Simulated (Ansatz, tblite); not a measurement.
Removing and adding an electron: the cluster B₂Mo₂ (the lowest singlet isomer of a short search). Charge 0, multiplicity 1. Geometry: r2SCAN-D4/def2-TZVP. Ansatz, gas phase; energy differences of separate SCF runs; the oxidised species was run as a doublet alone; the reduced species was run as a doublet alone.

```xyz
4

Mo    0.165   -0.056    1.153
Mo    0.205    0.609   -0.972
B    -1.442    0.493    0.127
B     1.072   -1.046   -0.307
```

In the def2 sets Mo takes a core potential; there is no spin–orbit coupling. The xTB rows come from tblite. The structure comes from a short search, and lower isomers may exist.

```json
{"level": "GFN2-xTB", "−HOMO (eV)": "7.75", "vertical IE (eV)": "11.15", "−LUMO (eV)": "7.34", "vertical EA (eV)": "7.46", "HOMO–LUMO gap (eV)": "0.41", "IE − EA (eV)": "3.69", "remarks": "–"}
{"level": "PBE-D4/def2-TZVPD", "−HOMO (eV)": "4.80", "vertical IE (eV)": "–", "−LUMO (eV)": "3.31", "vertical EA (eV)": "1.24", "HOMO–LUMO gap (eV)": "1.49", "IE − EA (eV)": "–", "remarks": "HOMO above zero (-1 doublet)"}
{"level": "r2SCAN-D4/def2-TZVP", "−HOMO (eV)": "4.90", "vertical IE (eV)": "7.23", "−LUMO (eV)": "3.11", "vertical EA (eV)": "–", "HOMO–LUMO gap (eV)": "1.79", "IE − EA (eV)": "–", "remarks": "spin-contaminated (⟨S²⟩ 0.98) (+1 doublet)"}
```

Estimate the rows for GFN1-xTB, PBE-D4/def2-TZVP, r2SCAN-D4/def2-TZVPD.


| level | −HOMO (eV) | vertical IE (eV) | −LUMO (eV) | vertical EA (eV) | HOMO–LUMO gap (eV) | IE − EA (eV) | remarks |
| --- | --- | --- | --- | --- | --- | --- | --- |
| GFN1-xTB | 10.08 | 12.89 | 9.82 | 6.99 | 0.26 | 5.91 | – |
| PBE-D4/def2-TZVP | 4.79 | 7.37 | 3.31 | – | 1.49 | – | – |
| r2SCAN-D4/def2-TZVPD | 4.90 | – | 3.11 | 1.27 | 1.79 | – | HOMO above zero (-1 doublet), spin-contaminated (⟨S²⟩ 0.98) (-1 doublet) |

Run but left out: PBE0-D4/def2-TZVP (singlet: restricted singlet, unstable towards broken spin symmetry); PBE0-D4/def2-TZVPD (charge -1 doublet: ⟨S²⟩ 1.10, where a pure state has 0.75).   A HOMO above zero means that the electron is unbound at that level or that self-interaction error raises the level; the energy of removing that electron tells which. Raw xTB energy differences between charge states are shifted by several eV; the methods need an empirical correction for them.
